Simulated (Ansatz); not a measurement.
Reaction (ligand exchange at the In–O bond): `C[O][In]([OH])[OH]` + H₂S → `C[O][In]([OH])[SH]` + H₂O

Isolated molecules relaxed with PBE0-D4/def2-TZVP in Ansatz; ΔE leaves out vibrations. CCSD(T)/CBS adds triple-zeta CCSD(T) − MP2 to the extrapolated MP2 energy (def2 sets, frozen cores). This one scheme is used for every species. DFT in def2-TZVPP. B3LYP here is the variant with VWN-RPA as its local correlation; programs differ in this. def2 core potentials past Kr. For In outer-core shells are correlated without core-valence functions, which leaves a few kJ/mol of doubt a bond. Each species was taken in one conformer, which may not be the lowest.

```json
{"level": "PBE-D4", "ΔE (kJ/mol)": "-69.0", "difference from CCSD(T)/CBS": "0.1"}
{"level": "B3LYP-D4", "ΔE (kJ/mol)": "-67.3", "difference from CCSD(T)/CBS": "1.8"}
{"level": "ωB97M-V", "ΔE (kJ/mol)": "-68.3", "difference from CCSD(T)/CBS": "0.8"}
{"level": "PBE", "ΔE (kJ/mol)": "-66.7", "difference from CCSD(T)/CBS": "2.4"}
{"level": "r2SCAN", "ΔE (kJ/mol)": "-68.5", "difference from CCSD(T)/CBS": "0.6"}
{"level": "PBE0", "ΔE (kJ/mol)": "-73.4", "difference from CCSD(T)/CBS": "-4.3"}
{"level": "B3LYP", "ΔE (kJ/mol)": "-63.6", "difference from CCSD(T)/CBS": "5.5"}
{"level": "MP2/def2-TZVPP", "ΔE (kJ/mol)": "-70.4", "difference from CCSD(T)/CBS": "-1.3"}
{"level": "CCSD/def2-TZVPP", "ΔE (kJ/mol)": "-67.0", "difference from CCSD(T)/CBS": "2.1"}
{"level": "CCSD(T)/def2-TZVPP", "ΔE (kJ/mol)": "-66.9", "difference from CCSD(T)/CBS": "2.2"}
{"level": "HF/def2-QZVPP", "ΔE (kJ/mol)": "-67.9", "difference from CCSD(T)/CBS": "1.2"}
{"level": "MP2/def2-QZVPP", "ΔE (kJ/mol)": "-71.4", "difference from CCSD(T)/CBS": "-2.3"}
{"level": "SCS-MP2/def2-QZVPP", "ΔE (kJ/mol)": "-65.7", "difference from CCSD(T)/CBS": "3.4"}
{"level": "HF/CBS(def2)", "ΔE (kJ/mol)": "-67.8", "difference from CCSD(T)/CBS": "1.3"}
{"level": "MP2/CBS(def2)", "ΔE (kJ/mol)": "-72.6", "difference from CCSD(T)/CBS": "-3.5"}
{"level": "CCSD/CBS(def2)", "ΔE (kJ/mol)": "-69.2", "difference from CCSD(T)/CBS": "-0.1"}
{"level": "CCSD(T)/CBS", "ΔE (kJ/mol)": "-69.1", "difference from CCSD(T)/CBS": "0"}
```

Largest T1 diagnostic among the species: 0.017.

The D4 term adds −3.6 kJ/mol with B3LYP and −2.1 kJ/mol with PBE0; it sums over pairs of atoms, weighted by their polarisabilities, and B3LYP, whose exchange is more repulsive, gets the larger term. From PBE to PBE0 (25 % exact exchange), in def2-TZVPP and without D4, ΔE moves by −6.6 kJ/mol.
